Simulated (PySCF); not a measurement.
Delta-SCF ions had no search for a lower state. Excitations are Tamm–Dancoff values on a coarser integration grid. The basis has no diffuse functions, so Rydberg states are missing or too high.

Cartesian coordinates (Å):
SMILES: c1(=N)cc1
```xyz
7

N      1.5700    -0.7353     0.1784
C      0.4133    -0.2507     0.0535
C     -0.9893    -0.4728    -0.0077
C     -0.5669     0.7790    -0.1216
H      2.2732    -0.0004     0.1386
H     -1.8450    -1.1317     0.0134
H     -0.8553     1.8118    -0.2546
```
Charge 0, multiplicity 1.

**Question.** Estimate the vertical ionisation energy (Delta-SCF), HOMO, LUMO, T1 excitation (TDA) and dipole moment that TPSSh-D3(BJ)/def2-TZVP // PBE0-D3(BJ)/def2-TZVP (PySCF 2.14.0) returns for this input.

**Answer.** 
```yaml
vertical ionisation energy (Delta-SCF): 9.26 eV
HOMO: -6.25 eV
LUMO: -1.33 eV
T1 excitation (TDA): 3.93 eV
dipole_moment: 3.48 D
```
